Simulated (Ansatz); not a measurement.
Reaction: C3H5N (SMILES CCC#N) → C3H5N (SMILES [C-]#[N+]CC)
Each species at its own B3LYP-D3(BJ)/def2-TZVP minimum (Ansatz, an electronic-structure program).

Total energies in hartree (Ansatz). UHF or UKS for unpaired electrons; spin-orbit terms are left out. Correlated methods leave the cores frozen. No relativity.

```csv
species,HF/cc-pVTZ,CCSD(T)/cc-pVTZ,HF/cc-pVQZ,CCSD(T)/cc-pVQZ,CCSD(T)/cc-pVDZ,CCSDT(Q)/cc-pVDZ
"1: C3H5N (propanenitrile, SMILES CCC#N)",-171.02194,-171.76656,-171.03326,-171.81619,-171.59545,-171.59796
2: C3H5N (SMILES [C-]#[N+]CC),-170.99349,-171.73120,-171.00491,-171.78089,-171.55987,-171.56222
```

Problem. Work out the isomerisation energy (electronic) in kJ/mol: take Hartree-Fock from cc-pVQZ, extrapolate the CCSD(T) correlation energy as X^-3 (X = 3, 4), and add CCSDT(Q) - CCSD(T) in cc-pVDZ. 1 hartree = 2625.5 kJ/mol.

Solution. 
Species 1: correlation (64·(-0.78293) - 27·(-0.74462))/37 = -0.81089; step -0.00251; E1 = -171.03326 + (-0.81089) + (-0.00251) = -171.84666
Species 2: correlation (64·(-0.77598) - 27·(-0.73771))/37 = -0.80391; step -0.00235; E2 = -171.00491 + (-0.80391) + (-0.00235) = -171.81117
-1·E1 +1·E2 = 0.03549 hartree = 93.2 kJ/mol.
